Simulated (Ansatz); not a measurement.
Relaxation of FeI2 with UKS PBE0-D4/def2-TZVP.

```sh
$ ansatz run in.yaml --threads 2 --pin off --events-out ev --progress --plain --max-ram 4352MiB
```

```yaml
crystal:
  periodic: [false, false, false]
  atoms:
    - {symbol: Fe, position_ang: [-0.600340, -0.346670, -0.018100]}
    - {symbol: I, position_ang: [0.255370, 0.137980, 2.181090]}
    - {symbol: I, position_ang: [0.344970, 0.208690, -2.162990]}
basis:
  gaussian: {orbitals: def2-TZVP}
magnetization: {spin_polarized: true, initial_magnetization: 4}
hamiltonian: {xc: pbe0, dispersion: d4}
scf: {lower_state_search: "off"}
output: {orbitals: {seedname: orbitals}}
relax: {f_tol: 0.02, max_steps: 100}
```

It took 21 s on 2 threads of Intel Xeon 6975P-C on a shared host, peak host memory 0.63 GiB.

Positions (Å) and forces (eV/Å) at steps 1, 2, 3, 4, 5 of 5:

```xyz
3
step=1 energy=-50587.2550 eV
Fe   -0.600   -0.347   -0.018   -0.215   -0.124   -0.004
I     0.255    0.138    2.181    0.090    0.048    0.858
I     0.345    0.209   -2.163    0.126    0.076   -0.854
3
step=2 energy=-50587.4102 eV
Fe   -0.494   -0.285   -0.015    0.470    0.271    0.014
I     0.199    0.104    2.364   -0.231   -0.132   -0.201
I     0.296    0.181   -2.349   -0.239   -0.139    0.187
3
step=3 energy=-50587.5110 eV
Fe   -0.322   -0.186   -0.010    0.275    0.159    0.008
I     0.111    0.053    2.439   -0.135   -0.077   -0.146
I     0.211    0.133   -2.429   -0.141   -0.082    0.138
3
step=4 energy=-50587.5658 eV
Fe   -0.153   -0.089   -0.005    0.132    0.076    0.004
I     0.025    0.004    2.484   -0.063   -0.036   -0.154
I     0.128    0.085   -2.479   -0.069   -0.040    0.150
3
step=5 energy=-50587.5840 eV
Fe   -0.015   -0.009    0.000    0.010    0.006    0.000
I    -0.044   -0.036    2.479   -0.005   -0.003    0.015
I     0.059    0.045   -2.478   -0.005   -0.003   -0.015
```

In the def2 sets I takes a core potential; there is no spin–orbit coupling.
